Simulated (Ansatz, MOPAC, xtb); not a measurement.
Potential energy surface of H₂B (cation, charge +1), singlet: symmetric bend, bond length relaxed. Scanned: H-B-H angle. Other coordinates (B-H bond length) were minimised at B3LYP/def2-TZVP. Each profile is relative to its own lowest point.

| a / ° | A | B | C |
|---|---|---|---|
| 180 | 0.0 | 0.0 | 0.0 |
| 167.93 | 2.7 | 4.6 | 3.0 |
| 160.56 | 6.9 | 12.0 | 7.7 |
| 151.92 | 14.7 | 25.2 | 16.0 |
| 138.28 | 33.2 | 56.4 | 35.2 |
| 128.50 | 51.9 | 87.0 | 53.2 |
| 121.25 | 69.2 | 114.4 | 68.7 |
| 109.71 | 103.5 | 167.0 | 96.2 |
| 99.75 | 141.4 | 222.2 | 121.4 |
| 88.63 | 195.1 | 295.6 | 148.2 |
| 79.07 | — | 369.5 | 166.9 |
| 68.18 | — | 466.0 | 177.8 |

Energies in kJ/mol.

Question: Match the curves with the methods CCSD on RHF/aug-cc-pVTZ, frozen core in Ansatz (a program for electronic structure); GFN1-xTB (xtb); PM7, restricted, heats of formation (MOPAC).

Answer: A is GFN1-xTB; B is CCSD/aug-cc-pVTZ; C is PM7.

Dashes: no converged value, or the column stops at the first point that the program doubted or that broke a chosen test of continuity, which isn't proof of a fault.

The scan ran from 180.0 to 60.0; beyond the range shown the relaxed coordinates jump or full CI changes its symmetry label.
